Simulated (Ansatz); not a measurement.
Reaction (redistribution): `C[SiH2]B(N)Cl` + `OCBCl` → `C[SiH2]BCl` + `NB(Cl)CO`

Calculated with Ansatz (gas phase, PBE0-D4/def2-TZVP geometries, no zero-point term in ΔE). CCSD(T)/CBS is the MP2 limit (def2-TZVPP, def2-QZVPP) plus CCSD(T) − MP2 in def2-TZVPP, frozen cores. This one scheme is used for every species. DFT in def2-TZVPP. One conformer a species, not always the lowest.

```csv
level,ΔE (kJ/mol)
r2SCAN-D4,12.3
ωB97M-V,10.2
MP2/def2-TZVPP,9.6
CCSD(T)/def2-TZVPP,7.4
```

(1) What does CCSD(T)/CBS give? (An estimate is asked.)

Largest T1 diagnostic among the species: 0.012.

Answers

(1) Ansatz gave: +8.9 kJ/mol. The listed levels differ from it by 3.4, 1.3, 0.7, -1.5 kJ/mol.

In def2-TZVPP, CCSD(T) changes the Hartree–Fock value by +4.5 kJ/mol (the triples alone add +1.3 kJ/mol) and MP2 by +6.7 kJ/mol.

CCSD(T)/CBS has its own doubt, a few kJ/mol and more with outer-core shells, so smaller differences from it don't rank the levels.
